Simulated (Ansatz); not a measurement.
C₂H₇NOSi (`C[SiH2]C(=N)O`), relaxed with RKS PBE0-D4/def2-TZVP in Ansatz from a PBE-D4/def2-SVP geometry. The force threshold is 0.005 eV/Å; the program also tests the step.

Total charge 0; spin multiplicity 1.

Start:

```xyz
12

C    -1.529   -1.029   -0.240
Si   -0.181   -0.281    0.844
C     0.993    0.806   -0.218
N     2.274    0.822   -0.262
O     0.294    1.663   -1.012
H    -2.254   -1.614    0.360
H    -1.090   -1.697   -1.008
H    -2.075   -0.217   -0.760
H     0.683   -1.333    1.489
H    -0.775    0.580    1.927
H     2.678    0.126    0.382
H     0.981    2.172   -1.504
```

| step | energy (eV) | largest force (eV/Å) | largest move (Å) |
| --- | --- | --- | --- |
| 1 | -13595.6441 | 0.983 | 0.000 |
| 2 | -13595.6922 | 0.267 | 0.037 |
| 3 | -13595.6972 | 0.101 | 0.016 |
| 4 | -13595.6977 | 0.059 | 0.010 |
| 5 | -13595.6977 | 0.056 | 0.012 |
| 6 | -13595.6980 | 0.011 | 0.011 |
| 7 | -13595.6981 | 0.010 | 0.010 |
| 8 | -13595.6982 | 0.015 | 0.014 |
| 9 | -13595.6982 | 0.014 | 0.018 |
| 10 | -13595.6982 | 0.007 | 0.011 |
| 11 | -13595.6982 | 0.004 | 0.001 |

End:

```xyz
12

C    -1.508   -1.038   -0.234
Si   -0.194   -0.256    0.832
C     0.979    0.813   -0.219
N     2.242    0.763   -0.274
O     0.324    1.716   -0.978
H    -2.190   -1.641    0.370
H    -1.060   -1.683   -0.993
H    -2.088   -0.265   -0.741
H     0.675   -1.271    1.486
H    -0.798    0.610    1.879
H     2.614    0.043    0.338
H     1.002    2.209   -1.467
```

It took 36 s on 4 threads of an Arm Neoverse V2 on a shared host, with 0.37 GiB of host memory at the peak.
